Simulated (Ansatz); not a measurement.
`[NH2][Ga]([SH])[Cl]` + `[F][GeH3]` → `[NH2][Ga]([F])[Cl]` + `[SH][GeH3]`  (redistribution)

Computed with Ansatz on PBE0-D4/def2-TZVP structures; ΔE is electronic, products minus reactants. CCSD(T)/CBS adds triple-zeta CCSD(T) − MP2 to the extrapolated MP2 energy (def2 sets, frozen cores). DFT in def2-TZVPP. For Ga, Ge outer-core shells are correlated without core-valence functions, which leaves a few kJ/mol of doubt a bond. Scalar relativity is left out up to krypton. Each species was taken in one conformer, which may not be the lowest.

| species | BLYP-D4 energy (Eh) |
| --- | --- |
| `[NH2][Ga]([SH])[Cl]` | -2840.03443 |
| `[F][GeH3]` | -2178.76332 |
| `[NH2][Ga]([F])[Cl]` | -2541.11392 |
| `[SH][GeH3]` | -2477.67597 |

(1) Work out ΔE.

Largest T1 diagnostic among the species: 0.013.

## Answers

(1) ΔE = (-2541.11392) + (-2477.67597) − (-2840.03443) − (-2178.76332) = 0.00786 Eh = +20.6 kJ/mol. CCSD(T)/CBS gives +20.0 kJ/mol.

At CCSD(T), def2-SVP lies −6.2 kJ/mol from the extrapolated value and def2-TZVPP −2.5 kJ/mol. Leaving LDA and LC-ωPBE aside and taking each functional with its dispersion term where it has one, the values, not all of them listed here, spread over 4.5 kJ/mol, from PBE-QIDH to BHLYP-D4.
